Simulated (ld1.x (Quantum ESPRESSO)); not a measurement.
rubidium: variants of one TM potential

Base potential:

rubidium, norm-conserving Troullier–Martins (Kleinman–Bylander form), made with ld1.x (Quantum ESPRESSO) 7.5 (PW91, fully relativistic). Core [Kr], reference 4d1 5s0 5p0. Waves: 5p (bound, empty): rc 3.60 bohr; 4d (bound): rc 4.20 bohr; 5s (bound, empty): rc 3.85 bohr. Local part: the s channel. Core correction: Bessel-smoothed model core, default radius (core density twice the valence density).

Open shells are filled in proportion to 2j + 1 (rel_dist='average').

Cutoffs, loose and tight: the cutoffs (Ry, on a coarse ladder) from which the occupation-weighted sum of valence levels, in a spherical-Bessel basis at the reference potential, stays within 10 and 1 mRy of its value at 400 Ry. They do not see the model core or the augmentation charge, which bear on the density cutoff. Test errors are all-electron minus pseudo excitation energies from the reference, over the configurations 4d0 5s1 5p0; 4d0 5s0.5 5p0; 4d0 5s0 5p1; 4d0.5 5s0.5 5p0. A dash means not determined; rows that change the core or the reference have their own tests.

A true bound ghost makes a file unfit for plane-wave use even where its test errors are small: the radial tests pick states by their node count and pass the ghost by.

The default core radius of the base comes out at 3.68 bohr.

```csv
change,outcome,"cutoff, loose","cutoff, tight",bound ghosts,largest test error (meV)
base,generated,6 Ry,8 Ry,"p1/2, p3/2",+3.0
reference 4d0.5 5s0.5 5p0,generated,6 Ry,8 Ry,"p1/2, p3/2",-1.9
wave 5p (bound): rc 3.60 bohr becomes 5p (bound): rc 5.18 bohr,generated,6 Ry,8 Ry,none,-4.4
core correction Bessel-smoothed model core inside 1.76 bohr,generated,6 Ry,8 Ry,"p1/2, p3/2",-3.2
wave 5s (bound): rc 3.85 bohr becomes 5s (bound): rc 4.08 bohr,generated,6 Ry,8 Ry,"p1/2, p3/2",+2.9
```

Question: What comes out with this change to the base: functional Wu–Cohen?

Answer: outcome: generated; cutoff, loose: 6 Ry; cutoff, tight: 8 Ry; bound ghosts: p1/2, p3/2; largest test error (meV): +7.1.
